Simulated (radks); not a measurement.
Problem. Species: Ta II. Configuration: [Xe] 4f14 5d(up 1.5, down 1.5) 6s(up 1, down 0) (fractional occupations, a model configuration). All-electron calculation, scalar-relativistic Kohn-Sham, BLYP, spin-polarised, spherical densities, point nucleus. Program: a radial shooting solver on a logarithmic mesh with Libxc functionals. Some entries of the table are withheld. Estimate them.

orbital,occ.,eigenvalue (eV),<r> (bohr)
1s up,1,-67386.31,0.01866
1s down,1,-67386.29,0.01866
2s up,1,-11583.51,0.07894
2s down,1,-11583.50,0.07894
2p up,3,-10151.47,0.07056
2p down,3,-10151.46,0.07056
3s up,1,-2658.789,0.2048
3s down,1,-2658.781,0.2048
3p up,3,-2232.967,0.2049
3p down,3,-2232.959,0.2049
3d up,5,-1736.289,0.1856
3d down,5,-1736.282,0.1856
4s up,1,-547.4593,0.4587
4s down,1,-547.4459,0.4587
4p up,3,-407.7944,0.4877
4p down,3,-407.7791,0.4877
4d up,5,-229.1207,0.5231
4d down,5,-229.1012,0.5231
5s up,1,-80.0670,1.100
5s down,1,-80.0195,1.100
5p up,3,(1),(2)
5p down,3,(3),(4)
4f up,7,-31.6962,0.6398
4f down,7,-31.6675,0.6395
6s up,1,(5),3.060
6s down,0,(6),3.086
5d up,1.5,-10.5497,2.124
5d down,1.5,-10.1877,2.101

Solution. 
(1) 5p up eigenvalue (eV): -46.4753
(2) 5p up <r> (bohr): 1.295
(3) 5p down eigenvalue (eV): -46.3936
(4) 5p down <r> (bohr): 1.293
(5) 6s up eigenvalue (eV): -11.8827
(6) 6s down eigenvalue (eV): -11.2867
